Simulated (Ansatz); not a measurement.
ZrO₄H₄, relaxed as a singlet with RKS PBE-D4/def2-SVP in Ansatz, starting from the GFN2-xTB geometry. Force threshold 0.02 eV/Å.

In the def2 sets Zr takes a core potential; there is no spin–orbit coupling. The structure holds 2 bonds between oxygen atoms, so isomers without such links may lie far lower. The restricted singlet is unstable towards broken spin symmetry in Hartree–Fock (as tested in another run); at PBE-D4/def2-SVP this wasn't settled. Another isomer (singlet) lies 9.96 eV lower at PBE0-D4/def2-TZVP; other spin states weren't run for this one.

Start:

```tsv
atom	x (Å)	y (Å)	z (Å)
Zr1	0.609	0.787	-0.481
O2	1.447	-0.938	-0.078
O3	0.191	-1.472	-0.320
O4	-1.190	-0.332	1.119
O5	-0.515	-1.551	0.868
H6	-1.013	0.954	-1.423
H7	-2.138	-0.522	0.951
H8	1.927	1.230	-1.677
H9	0.682	1.843	1.040
```

| step | energy (eV) | largest force component (eV/Å) | SCF passes |
| --- | --- | --- | --- |
| 1 | -9512.0629 | 1.878 | 31 |
| 2 | -9512.3458 | 1.369 | 39 |
| 3 | -9512.4434 | 1.031 | 40 |
| 4 | -9512.4847 | 0.411 | 33 |
| 5 | -9512.5035 | 0.410 | 33 |
| 6 | -9512.5211 | 0.434 | 34 |
| 7 | -9512.5397 | 0.535 | 41 |
| 8 | -9512.5610 | 0.443 | 35 |
| 9 | -9512.5858 | 0.449 | 42 |
| 10 | -9512.5923 | 0.328 | 35 |
| 11 | -9512.5961 | 0.116 | 35 |
| 12 (rejected) | -9512.5924 | 0.219 | 35 |
| 13 | -9512.5988 | 0.054 | 36 |
| 14 | -9512.5992 | 0.057 | 36 |
| 15 | -9512.5995 | 0.014 | 37 |

Force components are those of the run's own axes.

End:

```xyz
9

Zr    0.675    0.735   -0.516
O     1.482   -0.901    0.385
O     0.461   -1.438   -0.366
O    -1.245   -0.585    1.229
O    -0.950   -1.744    0.622
H    -1.204    0.747   -0.819
H    -1.680   -0.025    0.494
H     1.730    1.295   -1.948
H     0.732    1.916    0.920
```

Bonds lost: O3–O5 (atoms count from 1).

No frequencies were taken in this run, so the end may be a saddle point.

It took 21 s on 4 threads of Arm Neoverse V1 on a shared host.
